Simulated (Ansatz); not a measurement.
`[BH2][InH][F]` + H₂Se → `[F][InH][SeH]` + BH₃ at 400 K and 1 bar (cleavage of the In–B bond).

Program: Ansatz. Geometries: PBE0-D4/def2-TZVP. ΔE: electronic, gas phase. CCSD(T)/CBS adds triple-zeta CCSD(T) − MP2 to the extrapolated MP2 energy (def2 sets, frozen cores). This one scheme is used for every species. def2 core potentials past Kr. For In, Se outer-core shells are correlated without core-valence functions, which leaves a few kJ/mol of doubt a bond. Scalar relativity is left out up to krypton. Each species was taken in one conformer, which may not be the lowest.

| species | CCSD(T)/CBS energy (Eh) | H − E (kJ/mol) | S (J/(mol·K)) |
| --- | --- | --- | --- |
| `[BH2][InH][F]` | -316.18078 | 96.3 | 339.4 |
| H₂Se | -2401.89790 | 49.4 | 229.5 |
| `[F][InH][SeH]` | -2691.57127 | 66.5 | 354.5 |
| BH₃ | -26.55200 | 82.6 | 199.4 |

H − E and S are ideal-gas, rigid-rotor, harmonic terms from PBE0-D4/def2-TZVP, for one conformer and one mirror image of each species. 1 Eh = 2625.50 kJ/mol, R = 8.31446 J/(mol·K).

Task: By hand: ΔE, ΔH, ΔS and ΔG.

Result: ΔE = (-2691.57127) + (-26.55200) − (-316.18078) − (-2401.89790) = -0.04459 Eh = -117.1 kJ/mol. Δ(H − E) = 66.5 + 82.6 − 96.3 − 49.4 = 3.4, so ΔH = -113.7 kJ/mol. ΔS = 354.5 + 199.4 − 339.4 − 229.5 = -15.0 J/(mol·K). ΔG = -113.7 − 400 × (-15.0)/1000 = -107.7 kJ/mol.

Task: By hand: the equilibrium constant, and the temperature at which ΔG would vanish if ΔH and ΔS stayed fixed.

Result: log₁₀ K = −ΔG/(RT ln 10) = 14.1. ΔG = 0 at ΔH/ΔS = 7580 K, far beyond where these terms or the molecules hold.

ΔH outweighs TΔS. A doubt of 5 kJ/mol in ΔE shifts log₁₀ K by 0.7 here. Other conformers and mirror images would add mixing entropy, several J/(mol·K) or more a flexible species. These are equilibria of isolated gas molecules and say nothing of rates. Largest T1 diagnostic: 0.015 (customary marks: 0.02 for closed shells, 0.045 for open ones).
